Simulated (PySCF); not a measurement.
Gas-phase XPS of `C#CPc1cccs1`, computed

Compound: C₆H₅PS.
Geometry (PBE0-D3(BJ)/def2-SVP, Å), atoms numbered from 1 in this order:
```
atom  x, y, z in Å
C1    -3.137    0.490   -0.764
C2    -2.365   -0.328   -0.303
P3    -1.300   -1.629    0.253
C4     0.279   -0.725    0.394
C5     0.538    0.611    0.599
C6     1.926    0.906    0.631
C7     2.704   -0.211    0.450
S8     1.751   -1.615    0.224
H9    -3.818    1.215   -1.171
H10   -1.695   -1.584    1.626
H11   -0.257    1.351    0.711
H12    2.337    1.905    0.782
H13    3.791   -0.276    0.433
```

Level of theory: delta-SCF UKS SCAN, pcX-2 on the ionised atom, pcseg-1 elsewhere, spin-free X2C in PySCF. These are vertical core ionisation energies against the vacuum level, from separate self-consistent calculations with and without the core hole.

Problem. List the computed XPS lines with their assignment.

Solution. 
```tsv
atom(s)	environment	level	binding energy (eV)	2p1/2 (eV)	above the level's lowest (eV)	count
C1	terminal alkyne carbon	C 1s	290.21	–	0.00	1
C2	alkyne carbon	C 1s	290.48	–	+0.27	1
P3	phosphine phosphorus	P 2p3/2	137.08	137.98	0.00	1
P3	phosphine phosphorus	P 1s	2150.79	–	0.00	1
C4	substituted aromatic carbon	C 1s	290.60	–	+0.39	1
C5	aromatic CH carbon	C 1s	290.30	–	+0.09	1
C6	aromatic CH carbon	C 1s	290.42	–	+0.21	1
C7	aromatic CH next to a ring sulfur	C 1s	290.66	–	+0.45	1
S8	thiophene-type sulfur	S 1s	2477.90	–	0.00	1
```

The listed C 1s values span 0.45 eV, from C1 (bonded to C (triple bond) and H) to C7 (bonded to S (aromatic in the SMILES), C (aromatic in the SMILES) and H). The widest gap between neighbouring values is 0.12 eV, between 290.30 and 290.42 eV. Summing the Pauling electronegativity differences to the bonded atoms, each weighted by its formal bond order, gives -0.35 for the lowest site and -0.30 for the highest; no listed site has a larger sum than the highest. The smallest sum, -0.36, belongs to C2, 0.27 eV above the lowest.

Problem. Which effective nuclear charge Zeff reproduces each element's mean 1s value in the hydrogen-like formula E = 13.606 eV × Zeff²?

Solution. C (Z = 6): mean 290.4 eV, Zeff = 4.62, Z − Zeff = 1.38; P (Z = 15): mean 2150.8 eV, Zeff = 12.57, Z − Zeff = 2.43; S (Z = 16): mean 2477.9 eV, Zeff = 13.50, Z − Zeff = 2.50. Means run over the listed sites, weighted by atom count.

Problem. What is the longest wavelength that can ionise C 1s of C6 vertically?

Solution. λ = hc/E = 12398.42 eV Å / 290.42 eV = 42.691 Å.

Not every level is listed. The unrestricted hole states depart most from a pure doublet (⟨S²⟩ = 0.75; over 0.85 named) for C 1s of C2 (0.87), which makes this value less certain. Spin–orbit coupling isn't in the SCF: each 2p doublet comes from a relaxed spin-free hole plus a matrix of the shell (mean-field spin–orbit coupling and the ground-state 2p splitting), with 2p3/2 averaged over its two sublevels. 2p1/2 minus 2p3/2 (ligand field included): P 0.90 eV. The structure is a single PBE0-D3(BJ)/def2-SVP conformer in the gas phase; no vibrational or solvent corrections.

Time: 98 s wall; peak memory 0.66 GiB. Hardware: Arm Neoverse V2, one thread, no GPU, on a shared host.
